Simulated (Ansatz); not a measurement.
The first iterations of a band of GeH5NSi (8 atoms, charge 0, multiplicity 1).

The calculation used RKS LDA/def2-SVP in Ansatz.

| Quantity | Value |
| --- | --- |
| movable images | 9 |
| climbing image | yes |
| spring | 5.0 eV/Å² |
| optimiser | quadratic models (default) |
| start path | through a guess of the saddle point |
| force threshold | 0.03 eV/Å |
| iteration limit | 60 |
| end points | relaxed |

Image 0:

```xyz
8
Properties=species:S:1:pos:R:3
Si -0.839 1.272 -0.875
N 0.271 0.132 -0.687
Ge 0.727 -1.027 0.631
H -1.898 1.704 0.115
H -0.896 2.040 -2.163
H -0.149 -0.887 1.909
H 2.207 -0.772 0.998
H 0.578 -2.462 0.073
```

Image 10:

```xyz
8
Properties=species:S:1:pos:R:3
Si -1.533 1.349 -0.903
N 0.067 0.741 -0.684
Ge 0.585 -0.630 0.449
H -2.135 0.343 0.130
H 0.826 1.171 -1.230
H 0.224 -0.242 1.897
H 2.116 -0.812 0.304
H -0.151 -1.921 0.037
```

| iteration | highest image above the first end (eV) | largest band force component (eV/Å) |
| --- | --- | --- |
| 1 | 3.720 | 10.591 |
| 2 | 2.240 | 3.993 |
| 3 | 1.999 | 1.907 |
| 4 | 1.964 | 0.690 |
| 5 | 1.837 | 1.446 |
| 6 | 1.709 | 0.777 |
| 7 | 1.755 | 0.972 |

Q: Does the band converge within its limit, and where does its top end?

A: The forces met the threshold. It ended after 23 iterations with the highest image 1.921 eV above the first end. A structure lower than the last end lies on the path between it and the top, so the climb from that side starts below the end, which may itself be a saddle point or a shallow side well. Neighbouring images differ by up to 1.7 eV, so the band resolves the path poorly. A vibrational analysis at the climbing image gives one clearly imaginary mode, 1344i cm⁻¹: a first-order saddle point. The orbitals stay closed-shell, which can raise the energy where a bond breaks towards radicals; this wasn't checked here.

Time of the run: 120 s on 2 threads of Intel(R) Xeon(R) Platinum 8488C (Sapphire Rapids) (shared host), peak memory 0.15 GiB.
